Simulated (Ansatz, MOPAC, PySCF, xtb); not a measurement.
Complex: NH3 (SMILES N) (first 4 atoms) with H2Se (SMILES [SeH2]); geometry from B3LYP-D3(BJ)/def2-TZVP, rigid monomers moved along the line of their centres of mass till N1···H7 is 3.87 Å.
(charge 0, multiplicity 1):
```json
[
 {"atom": "N", "x (Å)": "-0.0681", "y (Å)": "-0.1982", "z (Å)": "0.0157"},
 {"atom": "H", "x (Å)": "-0.9794", "y (Å)": "-0.3057", "z (Å)": "-0.4151"},
 {"atom": "H", "x (Å)": "0.3835", "y (Å)": "0.6005", "z (Å)": "-0.4148"},
 {"atom": "H", "x (Å)": "0.4788", "y (Å)": "-1.0217", "z (Å)": "-0.2082"},
 {"atom": "Se", "x (Å)": "-0.5199", "y (Å)": "0.4058", "z (Å)": "5.3187"},
 {"atom": "H", "x (Å)": "0.8079", "y (Å)": "1.0255", "z (Å)": "5.4399"},
 {"atom": "H", "x (Å)": "-0.3694", "y (Å)": "0.2531", "z (Å)": "3.8473"}
]
```

| level | interaction energy (kcal/mol) | minus CCSD(T)/CBS(aug-cc-pVDZ, aug-cc-pVTZ) | cost |
|---|---|---|---|
| GFN-FF | -0.33 | 0.51 | - |
| AM1 | -0.33 | 0.51 | - |
| PM3 | -0.41 | 0.43 | - |
| GFN1-xTB | -0.22 | 0.62 | - |
| GFN2-xTB | -0.91 | -0.07 | - |
| HF/6-31G* | -0.79 | 0.04 | - |
| PBE-D4/def2-TZVPPD | -0.93 | -0.09 | ×1 |
| r2SCAN/def2-TZVPPD | -0.72 | 0.12 | ×2 |
| B3LYP/3-21G (no counterpoise) | -0.83 | 0.00 | - |
| B3LYP/def2-TZVPPD | -0.59 | 0.24 | ×2 |
| wB97X-V/def2-TZVPPD | -0.85 | -0.01 | ×4 |
| MP2/aug-cc-pVTZ | -0.85 | -0.01 | - |
| CCSD/aug-cc-pVTZ | -0.79 | 0.05 | - |
| CCSD(T)/CBS(aug-cc-pVDZ, aug-cc-pVTZ) | -0.84 | 0.00 | ×40* |

 The comparison column counts from a level with limits of its own.

The rows run from -0.93 (PBE-D4/def2-TZVPPD) to -0.22 kcal/mol (GFN1-xTB). The 3 functionals in def2-TZVPPD without D3 or D4 span 0.26, from wB97X-V to B3LYP.

Counterpoise-corrected where a basis set is named; no monomer relaxation. Rows marked so take none.

Cores are frozen in the correlated methods. Filled d and f shells under p-block atoms count as core. CBS(a, b) extrapolates the correlation energy as X⁻³ and adds the Hartree–Fock energy of set b. Rows in 3-21G, 6-31G* carry no dispersion term and start afresh at each structure (6-31G* with six Cartesian d functions); the Pople sets are all-electron and without relativity. The state that AM1, PM3 reach isn't checked.

Run with Ansatz (Gaussian orbitals); MOPAC for AM1, PM3 (differences of heats of formation); PySCF for 3-21G rows, 6-31G* rows, the dispersion terms; xtb for the GFN methods. Each number belongs to the level named beside it.

Costs are rough ratios of core time to PBE/def2-TZVPPD (about 5 s over the structures, on one shared machine); a dash marks a level with no comparable run of its own. A star marks coupled-cluster runs past 200 virtual orbitals, where the program's memory plan changes under this machine's limit, so their costs aren't comparable with smaller runs.

Ansatz is an electronic-structure program.
